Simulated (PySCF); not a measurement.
[SnCl3]- (singlet). Method: PBE/[Sn def2-SVPD with ECP28, Cl def2-SVPD], scalar-relativistic core potentials, density fitting, no spin–orbit coupling, PySCF.

Harmonic bands of its minimum:

| ω (cm⁻¹) | IR (km/mol, summed over degenerate members) | degeneracy |
| --- | --- | --- |
| 81 | 1.2 | 2 |
| 98 | 3.1 | 1 |
| 254 | 199 | 2 |
| 278 | 35.2 | 1 |

**Question.** The central atom is Sn. Infer the point group and assign the bands.

**Answer.** C3v. The modes span 2e + 2a1: 81 e, 98 a1, 254 e, 278 a1. The computed geometry has Sn–Cl 2.545 Å (×3); Cl–Sn–Cl 99.1° (×3).

Only a few start shapes were tried, so a lower isomer may exist. The lowest empty level of this anion is unbound, so it and the gap depend on the basis.
